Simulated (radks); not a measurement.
Co III, configuration [Ar] 3d6 7s1 (not the ground configuration). Method: Dirac Kohn-Sham, BLYP, spin-unpolarised, spherical densities, finite nucleus; open shells fill j = l - 1/2 first; Fermi nuclear charge, rms radius 3.7875 fm; computed with a radial shooting solver on a logarithmic mesh with Libxc functionals. Some entries of the table are withheld. Estimate them.

orbital  occ.  eigenvalue (hartree)  r(max) (bohr)
1s1/2       2             -280.4011        0.03678
2s1/2       2             -34.37424         0.2132
2p1/2       2                   (1)         0.1702
2p3/2       4                   (2)         0.1727
3s1/2       2                   (3)         0.6669
3p1/2       2                   (4)            (5)
3p3/2       4                   (6)            (7)
3d3/2       4              -1.56267            (8)
3d5/2       2              -1.55455            (9)
7s1/2       1              -0.15658          13.40

Answer. 
(1) 2p1/2 eigenvalue (hartree): -30.00485
(2) 2p3/2 eigenvalue (hartree): -29.45961
(3) 3s1/2 eigenvalue (hartree): -5.06123
(4) 3p1/2 eigenvalue (hartree): -3.75260
(5) 3p1/2 r(max) (bohr): 0.6705
(6) 3p3/2 eigenvalue (hartree): -3.68272
(7) 3p3/2 r(max) (bohr): 0.6778
(8) 3d3/2 r(max) (bohr): 0.6520
(9) 3d5/2 r(max) (bohr): 0.6544
